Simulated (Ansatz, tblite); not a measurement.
Adding an electron: PbCl₂⁺. The state is a doublet with charge 1. Geometry: PBE0-D4/def2-TZVP. Ansatz, gas phase; energy differences of separate SCF runs; the reduced species is a singlet (the triplet lies 1.68 eV higher at PBE0-D4/def2-TZVP).

```xyz
3

Pb    0.333   -0.587    1.273
Cl    1.080    0.102   -1.050
Cl   -1.412    0.485   -0.223
```

In the def2 sets Pb takes a core potential; there is no spin–orbit coupling. The xTB rows come from tblite. In the doublet, Cl2 and Cl3 lie 2.65 Å apart (atoms count from 1), so these atoms are partly bonded to each other. The structure comes from a short search, and lower isomers may exist.

(1) Estimate orbital energies and vertical electron affinities at: GFN1-xTB; GFN2-xTB; PBE-D4/def2-TZVP; r2SCAN-D4/def2-TZVP; PBE0-D4/def2-TZVP.

Results:

(1) 
| level | −HOMO (eV) | −LUMO (eV) | vertical EA (eV) | HOMO–LUMO gap (eV) |
| --- | --- | --- | --- | --- |
| GFN1-xTB | – | – | 13.28 | – |
| GFN2-xTB | – | – | 13.08 | – |
| PBE-D4/def2-TZVP | 12.51 | 11.40 | 8.22 | 1.10 |
| r2SCAN-D4/def2-TZVP | 12.94 | 11.27 | 8.30 | 1.67 |
| PBE0-D4/def2-TZVP | 13.95 | 10.42 | 8.35 | 3.53 |

  HOMO and LUMO are the levels of the spin that leaves or enters (xTB has no such levels and no spin-polarisation term). Other spin states of the ions may lie lower, which would lower the ionisation energy or raise the affinity. Raw xTB energy differences between charge states are shifted by several eV; the methods need an empirical correction for them.
